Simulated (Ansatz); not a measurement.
**Ligand exchange: SnH(SH)3 + B(CH3)(SH)2 → Sn(SH)4 + BH(CH3)(SH)**

Gas-phase species: SnH(SH)3, singlet; B(CH3)(SH)2, singlet; Sn(SH)4, singlet; BH(CH3)(SH), singlet. The partners trade H for SH: Sn–H and B–SH bonds give way to Sn–SH and B–H.

Shapes, held fixed at every level: PBE0-D4/def2-TZVP. Flexible molecules stand in one conformer, not always the lowest. Programs: Ansatz 0.2.0. Electronic energies: no zero-point or thermal term.

Estimate ΔE of this reaction.

The highest level, CCSD(T)/def2-TZVPP, gives ΔE = +4.7 kJ/mol; the levels span -3.1 to +5.8. They disagree on the sign: 5 of 7 are positive. The column of differences is taken from that level and isn't an error. No measured value is set beside it here. For atoms past krypton def2 sets carry core potentials with scalar relativity. Outer-core shells of Sn are correlated, in sets that cover them unevenly.

```csv
level,kind,ΔE (kJ/mol),less CCSD(T)/def2-TZVPP
HF/def2-TZVPP,Hartree–Fock,-3.1,-7.8
PBE-D4/def2-TZVPP,GGA,+5.8,+1.1
r2SCAN-D4/def2-TZVPP,meta-GGA,+5.3,+0.6
B3LYP-D4/def2-TZVPP,global hybrid,-1.0,-5.7
wB97M-V/def2-TZVPP,range-separated hybrid,+4.6,-0.1
MP2/def2-TZVPP,perturbation theory,+2.3,-2.4
CCSD(T)/def2-TZVPP,coupled cluster or CI,+4.7,0.0
```
